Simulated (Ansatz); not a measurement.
Consider the ligand exchange at the Si–N bond: `[SiH3]N([SiH3])[Si]Br` + H₂S → `S[Si]Br` + `[SiH3]N[SiH3]`.

Program: Ansatz. Geometries: PBE0-D4/def2-TZVP. ΔE: electronic, gas phase. CBS: MP2 limit from def2 TZ/QZ plus the TZ coupled-cluster correction, frozen cores. This one scheme is used for every species. DFT in def2-TZVPP. For Br outer-core shells are correlated without core-valence functions, which leaves a few kJ/mol of doubt a bond. Scalar relativity is left out up to krypton. One conformer a species, not always the lowest.

```
             level  ΔE (kJ/mol)
       LDA (SPW92)          6.2
           BLYP-D4          7.5
             BHLYP         -2.6
RPA@PBE/def2-TZVPP         14.8
       HF/def2-SVP          1.9
  CCSD(T)/def2-SVP         17.7
     HF/def2-TZVPP         -3.1
     MP2/CBS(def2)         12.0
```

**Question.** What does CCSD(T)/CBS give? (An estimate is asked.)

**Answer.** The calculation gave: +11.3 kJ/mol. The listed levels differ from it by -5.1, -3.8, -13.9, 3.5, -9.4, 6.4, -14.4, 0.7 kJ/mol.

Largest T1 diagnostic among the species: 0.012.

In def2-TZVPP, CCSD(T) changes the Hartree–Fock value by +17.5 kJ/mol (the triples alone add +2.0 kJ/mol) and MP2 by +18.2 kJ/mol. Leaving LDA and LC-ωPBE aside and taking each functional with its dispersion term where it has one, the values, not all of them listed here, spread over 11.9 kJ/mol, from B97M-V to BHLYP-D4. LDA lies +13.9 kJ/mol from PBE without D4.
